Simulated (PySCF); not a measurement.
Mg(Br)(OSiH3) (BrH3MgOSi), SMILES [SiH3][O][Mg][Br].

Geometry optimised at PBE-D3(BJ)/def2-SVP. The structure was generated by enumeration; whether it is a known compound was not checked. The values are those of a single conformer.

Method: PBE-D3(BJ)/def2-SVP run with PySCF.

Frequencies are harmonic and unscaled.

Modes within 1.5 cm⁻¹ of each other (mostly degenerate sets) share a row, with their intensities summed.

```
mode   ν (cm⁻¹)  IR (km/mol)  moving atoms (share of kinetic energy)
-----  --------  -----------  --------------------------------------
1–2          49          2.5        O 37 %, Mg 27 %, Si 17 %, H 13 %
3–4         138        102.9                         Mg 57 %, O 37 %
5           237          3.2                Br 44 %, Si 35 %, O 13 %
6           583         36.6                        Mg 72 %, Si 21 %
7–8         706        102.5                          H 83 %, Si 9 %
9–10        920        145.0                                  H 96 %
11          969        360.0                         H 89 %, Si 10 %
12         1052        440.4                         O 76 %, Si 14 %
13–14      2133        350.0                                  H 96 %
15         2138        116.5                                  H 99 %
```
